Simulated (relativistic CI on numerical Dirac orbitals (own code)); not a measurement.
## Pt3+: 4d photoemission

Computed with this model: Dirac-Coulomb-Breit CI, orbitals from a KLI potential per configuration, QED by a radiative potential, valence Slater integrals scaled by 0.7, multiplet model of photoemission in the sudden approximation; configurations [Xe] 4f14 5d7 → [Kr] 4d9 4f14 5s2 5p6 5d7; 300 K; Lorentzian 3.5 eV and Gaussian 0.6 eV FWHM. Energies are those of the free ion, without screening or charge transfer. The energies are binding energies and can lie tens of eV above those of solids. S is read from ⟨S²⟩ = S(S + 1).

Field parameters in Wybourne normalisation: Oh B⁴₀ = 21Dq, B⁴₄ = √(5/14) B⁴₀. The field is a parameter set, without covalency.

free ion: ground-state S = 1.35, centroid 370.30 eV. Peaks (eV, height): 363.0 (100), 380.6 (74).

Oh, 10Dq = 19350 cm⁻¹: ground-state S = 0.79, centroid 370.47 eV. Peaks (eV, height): 363.4 (100), 380.6 (70).

Oh, 10Dq = 44050 cm⁻¹: ground-state S = 0.55, centroid 370.60 eV. Peaks (eV, height): 363.8 (100), 380.6 (68).

Strongest unbroadened transitions for Oh, 10Dq = 44050 cm⁻¹:

| Energy (eV) | Relative strength |
| --- | --- |
| 363.01 | 100.0 |
| 363.37 | 99.2 |
| 363.44 | 99.5 |
| 363.58 | 65.6 |
| 363.77 | 97.7 |
| 363.83 | 65.5 |
| 363.85 | 97.8 |
| 363.89 | 33.1 |
| 363.95 | 98.5 |
| 365.20 | 33.3 |
| 380.31 | 94.8 |
| 380.33 | 4.5 |
| 380.75 | 99.0 |
| 380.78 | 97.8 |
| 380.81 | 65.9 |
| 381.06 | 98.4 |
| 381.17 | 33.1 |
| 381.29 | 32.7 |
